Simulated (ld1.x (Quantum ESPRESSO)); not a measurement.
**boron (B): one change to an RRKJ potential, before and after**

- Element: B
- Generator: ld1.x (Quantum ESPRESSO) 7.5
- Type: norm-conserving RRKJ (Kleinman–Bylander form)
- Functional: PBE
- Relativity: non-relativistic
- Frozen core: [He]
- Valence charge: 3
- Reference configuration: 2s2 2p1
- Partial waves: 2p (bound): rc 2.75 bohr; 3d channel at -0.1 Ry: rc 3.00 bohr; 2s (bound): rc 1.15 bohr
- Local potential: the s channel
- Core correction: none
- rho0: 0.005

Change: wave 2p (bound): rc 2.75 bohr becomes 2p (bound): rc 3.64 bohr.

Cutoffs: the cutoffs (Ry, on a coarse ladder) from which the occupation-weighted sum of valence levels, in a spherical-Bessel basis at the reference potential, stays within 10 and 1 mRy of its value at 400 Ry; they do not see the model core or the augmentation charge, which bear on the density cutoff. Errors are all-electron minus pseudo energies relative to the spin-unpolarised reference configuration.

Predict the effect on cutoff, ghosts and configuration errors.

The potential gets neither clearly harder nor softer (21 Ry and 55 Ry → 21 Ry and 55 Ry); the s channel sets the loose cutoff, while the largest relative change is in p, which becomes softer; of the 7 tests that both files solve, the error grows in 7 and shrinks in 0 by more than 15 % and 0.3 meV (median size 40.4 → 107.3 meV); neither file shows a bound ghost. More of the atom is replaced by a form fitted at one configuration, so other configurations suffer.

```tsv
quantity	base	changed
cutoff, loose	21 Ry	21 Ry
cutoff, tight	55 Ry	55 Ry
loose cutoff by channel (10 mRy a level)	p 12 Ry, s 18 Ry	p 8 Ry, s 18 Ry
bound ghosts	none	none
error for 2s2 2p0, meV [ΔE 8.22 eV]	+78	+228
error for 2s1 2p0, meV [ΔE 33.64 eV]	+260	+645
error for 2s2 2p0.5, meV [ΔE 2.89 eV]	+11	+35
error for 2s1 2p2, meV [ΔE 5.84 eV]	-11	-38
error for 2s1 2p1, meV [ΔE 14.36 eV]	-40	-107
error for 2s0 2p3, meV [ΔE 11.71 eV]	-51	-149
error for 2s2 2p1.3, meV [ΔE -0.74 eV]	+0.9	+3.7
```
